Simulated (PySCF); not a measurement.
`CC(C)N[SiH2][SiH3]`. The geometry is computed with GFN2-xTB (gas phase).

```
atom  x, y, z in Å
C1    -1.6700    1.1167   -1.0567
C2    -1.2555   -0.1401   -0.2892
C3    -2.2270   -0.4251    0.8554
N4     0.0893   -0.0324    0.2280
Si5    1.4961   -0.5013   -0.6362
Si6    3.2683   -0.2634    0.8052
H7    -2.6615    0.9938   -1.4852
H8    -1.6819    1.9774   -0.3900
H9    -0.9627    1.3102   -1.8595
H10   -1.2575   -0.9893   -0.9801
H11   -2.2467    0.4133    1.5497
H12   -1.9122   -1.3144    1.3957
H13   -3.2321   -0.5828    0.4731
H14    0.1582    0.7081    0.9108
H15    1.6965    0.2380   -1.9046
H16    1.2161   -1.8821   -1.0595
H17    3.3221    1.0367    1.4862
H18    4.5344   -0.3860    0.0791
H19    3.3164   -1.2681    1.8704
```

(1) Work out the bond lengths C1–C2, C3–H12, N4–H14, Si5–Si6 in Å.

(2) Give the dihedral angles H9–C1–C2–C3, H16–Si5–Si6–H19, C2–N4–Si5–H16, H15–Si5–Si6–H19, H10–C2–C3–H13.

(3) What is the repulsion energy of the bare nuclei, Σ ZA·ZB/RAB?

(4) How far are the heavy atoms from their best plane (unweighted least squares)?

(5) How far apart are these pairs, which share no bond: C1···H17, C2···H12, Si5···H14, H8···H18, H16···H18?

(6) Write the matrix of distances between heavy atoms (Å, lower triangle).

Answers

(1) For C1–C2 the difference vector is (0.4145, -1.2568, 0.7675) Å, of length 1.5298 Å. C1–C2 1.530; C3–H12 1.087; N4–H14 1.010; Si5–Si6 2.297 Å.

(2) H9–C1–C2–C3 179° (antiperiplanar); H16–Si5–Si6–H19 -43° (synclinal); C2–N4–Si5–H16 -52° (synclinal); H15–Si5–Si6–H19 -162° (antiperiplanar); H10–C2–C3–H13 -59° (synclinal). Dihedral signs follow IUPAC: positive where, seen along the central bond, the front bond turns clockwise onto the rear one.

(3) 370.47 Eh over 171 pairs, with full nuclear charges and distances in bohr; the largest single term is 45.16 Eh (Si5 with Si6).

(4) 0.366 Å rms; C1 0.40, C2 0.28, C3 0.01, N4 0.14, Si5 0.63, Si6 0.39 Å (magnitudes).

(5) C1···H17 5.603 Å (5 bonds apart); C2···H12 2.156 Å (2 bonds apart); Si5···H14 2.376 Å (2 bonds apart); H8···H18 6.667 Å (6 bonds apart); H16···H18 3.814 Å (3 bonds apart).

(6) 
```
C1    0.000
C2    1.530  0.000
C3    2.519  1.528  0.000
N4    2.463  1.445  2.432  0.000
Si5   3.580  2.797  4.012  1.716  0.000
Si6   5.455  4.656  5.498  3.239  2.297  0.000
```

Not checked by GFN2-xTB frequencies. One conformer, not necessarily the lowest.
